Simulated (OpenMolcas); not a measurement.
**What dynamic correlation does to the levels of Ag5+**

```yaml
Program: OpenMolcas 26.06
Basis: ANO-RCC-VQZP [8s7p5d3f2g1h]
Scalar_Hamiltonian: DKH2, point nucleus
Active_space: 12 electrons in 8 orbitals (RAS1 4p, at most 2 holes; RAS2 4d)
State_averaging: 2S+1 = 5 even, 5 roots; 2S+1 = 3 even, 45 roots; 2S+1 = 1 even, 49 roots
Spin-orbit_coupling: state interaction with AMFI integrals over the reference wave functions, term energies averaged over their components
```

Methods on the same reference wave functions:
A. RASSCF
B. SS-RASPT2, IPEA 0.25 Eh, imaginary shift 0.1 Eh (closed shells correlated: 4s)
C. MS-RASPT2, IPEA 0.25 Eh, imaginary shift 0.1 Eh (closed shells correlated: 4s)

Energies in cm-1 above 4d6 5D4, the measured ground level; measured values from the list in Gamrath, thesis, University of Mons (2023).

```csv
Level,A,B,C,Measured
4d6 5D4,0.0,0.0,0.0,0.0
4d6 5D3,2561,2580,2570,2692
4d6 5D2,3831,3840,3840,3953
4d6 5D1,4753,4770,4790,4941
4d6 5D0,5169,5190,5220,5380
4d6 3P2(1),22629,22100,22010,21042
4d6 3H6,25864,22140,22130,21512
4d6 3H5 [73 %],26133,22530,22520,21812
4d6 3F3(1) [73 %],27445,25350,25350,24441
4d6 3F2(1),28350,26550,26330,25306
4d6 3P1(1),29864,29290,29020,28232
4d6 3P0(1) [71 %],30051,29810,29740,
4d6 3G5 [73 %],32186,28670,28660,27958
4d6 3G4,33685,30460,30450,29660
4d6 3G3 [73 %],34353,31230,31130,30361
4d6 3D2,37029,33980,34060,32650
4d6 3D1,37730,34770,34820,33558
4d6 3D3,38074,34920,34890,33509
4d6 1I6,40270,35010,35000,34194
4d6 1G4(1),40717,38570,38380,37481
4d6 1S0 [66 %],43923,43630,43060,
4d6 1D2(1),46605,43390,43280,41372
4d6 1F3,51884,46730,46720,44724
4d6 3P0(2),56637,52620,53210,
```

Deviations, from unrounded energies. A percentage is the sum of absolute deviations over the sum of measured energies, with the sign that they share, or ± where signs differ.

```tsv
Against measurement	Levels	A	B	C
mean absolute deviation (cm-1)	20	3300	920	870
fine structure of the ground term (%)	4	-3.8	-3.4	-3.2
other terms of the ground configuration (%)	16	+13.3	+3.7	+3.5
```

B, C lie about equally close to measurement and A furthest from it. The largest miss of C in the table is 4d6 1F3, by +2000 cm-1. The ranking rests on the paired levels alone, and a cruder setting can come out closer through cancelling errors.

Between B and C the level of the table that moves most is 4d6 3P0(2), by 580 cm-1 (lowest in B, highest in C). Moves below CASPT2's spread within the term are not significant.

The mean deviations of B to C differ by less than CASPT2's widest spread within a term (1100 cm-1), so their order carries little weight.

From A to B the spin-free energies of the other terms of 4d6 shown, above 5D, scale by factors of 0.85 to 1.01.

The lowest spin-free term lies below A's lowest term by 0.398 hartree in B, 0.398 hartree in C.

CASPT2 does not keep the components of a term degenerate, so their means are used; among the terms shown or strongly mixed into the levels shown the widest spread is 1100 cm-1 (4d6 1I, C). Active for correlation alone: 4p; no level in the range computed is led by a configuration that opens it, so any true level of that kind is missing. The CASPT2 spread within a term exceeds the gap to the next term for 4d6 3P(2) and 4d6 3F(2), so the order of their levels is uncertain, and so are names and mixing where such terms share a J (figures for B; the like holds for C). Without dynamic correlation excited terms often stand tens of per cent too high (terms of higher spin than the ground term too low), and those without a measured partner can miss by more than the paired ones (holds for A). Some levels mix across a computed gap that differs much from the measured one, so their mixing is not that of the real levels (holds for A). Computed and measured levels are paired by configuration, term and J; levels that our copy of the source lacks, or whose pairing is in doubt (as where it misses far off the trend of its configuration), stay unpaired and out of the deviations. Levels of configurations outside the active space are missing. The table leaves out levels that lie high or whose names do not pair safely across all columns.

A share in square brackets marks a mixed level and gives the weight of the term that names it, the lowest over the columns. A number in round brackets counts repeated terms of one configuration in the order of the reference energies.
